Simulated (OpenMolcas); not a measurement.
**Cu2+, Ag2+, Au2+: d9 down the group**

```
Program             : OpenMolcas
Method              : CASSCF
Basis               : ANO-RCC-VTZP
Scalar Hamiltonian  : DKH2, point nucleus
Spin-orbit coupling : RASSI with atomic mean-field integrals over the reference wave functions, term energies averaged over their components
```

Active space for each ion: 9 electrons in 5 orbitals (d).

Computed levels in cm-1 above 2D 5/2:

| Level | Cu2+ | Ag2+ | Au2+ |
| --- | --- | --- | --- |
| 2D 3/2 | 2044 | 4410 | 12933 |
| weight of 2D in the lowest level (%) | 100 | 100 | 100 |

Measured, with the error of the calculation in %. Measured levels: Cu2+ from Sugar and Musgrove, J. Phys. Chem. Ref. Data 19, 527 (1990); Ag2+ from Moore, Atomic Energy Levels, vol. III, NSRDS-NBS 35 (1971 reprint of NBS Circular 467, 1958); Au2+ from Iglesias, J. Res. Natl. Bur. Stand. 64A, 481 (1960).

```tsv
Level	Cu2+	Ag2+	Au2+
2D 3/2	2072 (-1.3)	4607 (-4.3)	12694 (+1.9)
```

The fine-structure level 2D 3/2 changes by a factor of 6.33 from Cu2+ to Au2+.

Without dynamic correlation excited terms often stand tens of per cent too high (terms of higher spin than the ground term too low), and those without a measured partner can miss by more than the paired ones. Computed and measured levels are paired by configuration, term and J; levels that our copy of the source lacks, or whose pairing is in doubt (as where it misses far off the trend of its configuration), stay unpaired and out of the deviations. Only configurations of the active space appear.
